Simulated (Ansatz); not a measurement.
Born–Oppenheimer molecular dynamics of BF₂H₂N (6 atoms, charge 0, multiplicity 1). It starts from a relaxed structure.

Computed with RKS PBE0/def2-mTZVP (Ansatz).

```json
{
 "ensemble": "NVT, Nosé–Hoover chain",
 "time step": "1 fs",
 "steps asked": "250",
 "set temperature": "1000 K",
 "thermostat": "time constant 50 fs, chain length 3",
 "seed": "869520"
}
```

Frames 1 fs apart, positions in Å.

Velocities at 20 fs (Å/ps):

```
B 5.80 -2.01 2.76
F -0.45 0.94 -1.56
N -5.54 1.21 0.04
H -6.39 0.83 -3.92
H 18.66 -4.11 9.52
F 0.59 -0.52 -0.34
```

```xyz
6
Properties=species:S:1:pos:R:3 time_fs=20 energy_less_start_eV=0.492 T=154
B 0.058 -0.002 -0.052
F -0.076 -0.606 1.166
N 1.294 -0.030 -0.792
H 2.103 0.009 -0.367
H 1.282 0.604 -1.582
F -0.968 0.597 -0.520
6
Properties=species:S:1:pos:R:3 time_fs=21 energy_less_start_eV=0.323 T=432
B 0.065 -0.005 -0.048
F -0.076 -0.605 1.164
N 1.286 -0.029 -0.792
H 2.121 0.009 -0.357
H 1.301 0.599 -1.573
F -0.968 0.597 -0.521
6
Properties=species:S:1:pos:R:3 time_fs=22 energy_less_start_eV=0.176 T=703
B 0.074 -0.009 -0.044
F -0.077 -0.604 1.162
N 1.276 -0.027 -0.794
H 2.172 0.005 -0.329
H 1.319 0.596 -1.568
F -0.969 0.597 -0.522
6
Properties=species:S:1:pos:R:3 time_fs=23 energy_less_start_eV=0.247 T=599
B 0.084 -0.013 -0.038
F -0.077 -0.602 1.159
N 1.265 -0.025 -0.794
H 2.222 -0.005 -0.299
H 1.335 0.595 -1.570
F -0.970 0.597 -0.523
6
Properties=species:S:1:pos:R:3 time_fs=24 energy_less_start_eV=0.369 T=385
B 0.095 -0.018 -0.032
F -0.076 -0.601 1.156
N 1.256 -0.024 -0.793
H 2.251 -0.019 -0.278
H 1.349 0.598 -1.579
F -0.972 0.598 -0.525
6
Properties=species:S:1:pos:R:3 time_fs=25 energy_less_start_eV=0.401 T=331
B 0.104 -0.023 -0.025
F -0.076 -0.599 1.153
N 1.251 -0.022 -0.791
H 2.248 -0.039 -0.272
H 1.360 0.602 -1.589
F -0.975 0.598 -0.527
6
Properties=species:S:1:pos:R:3 time_fs=26 energy_less_start_eV=0.317 T=487
B 0.113 -0.027 -0.019
F -0.075 -0.598 1.149
N 1.248 -0.019 -0.788
H 2.214 -0.062 -0.281
H 1.365 0.602 -1.598
F -0.977 0.599 -0.528
6
Properties=species:S:1:pos:R:3 time_fs=27 energy_less_start_eV=0.214 T=666
B 0.119 -0.031 -0.013
F -0.074 -0.596 1.146
N 1.249 -0.017 -0.785
H 2.155 -0.089 -0.302
H 1.366 0.598 -1.600
F -0.979 0.599 -0.530
6
Properties=species:S:1:pos:R:3 time_fs=28 energy_less_start_eV=0.276 T=555
B 0.123 -0.033 -0.009
F -0.073 -0.595 1.143
N 1.252 -0.014 -0.781
H 2.091 -0.120 -0.329
H 1.362 0.588 -1.597
F -0.981 0.599 -0.531
6
Properties=species:S:1:pos:R:3 time_fs=29 energy_less_start_eV=0.439 T=302
B 0.125 -0.034 -0.005
F -0.071 -0.594 1.141
N 1.254 -0.011 -0.779
H 2.050 -0.158 -0.345
H 1.353 0.576 -1.589
F -0.983 0.599 -0.532
6
Properties=species:S:1:pos:R:3 time_fs=30 energy_less_start_eV=0.340 T=463
B 0.124 -0.033 -0.004
F -0.070 -0.594 1.140
N 1.255 -0.007 -0.778
H 2.058 -0.207 -0.339
H 1.341 0.563 -1.582
F -0.984 0.599 -0.533
6
Properties=species:S:1:pos:R:3 time_fs=31 energy_less_start_eV=0.192 T=728
B 0.120 -0.030 -0.004
F -0.068 -0.594 1.139
N 1.253 -0.003 -0.777
H 2.104 -0.267 -0.319
H 1.329 0.555 -1.581
F -0.984 0.598 -0.534
```

Of the whole run (250 fs, mean temperature of the second half 1056 K): The conserved energy wandered by up to 11.6 meV per atom (net 5.2 meV per atom), which is poor conservation. A run of 0.25 ps of so small a system gives no equilibrium averages.

The run took 4.3 min on 2 threads of Arm Neoverse V1, with other jobs on the host, peak memory 0.13 GiB.
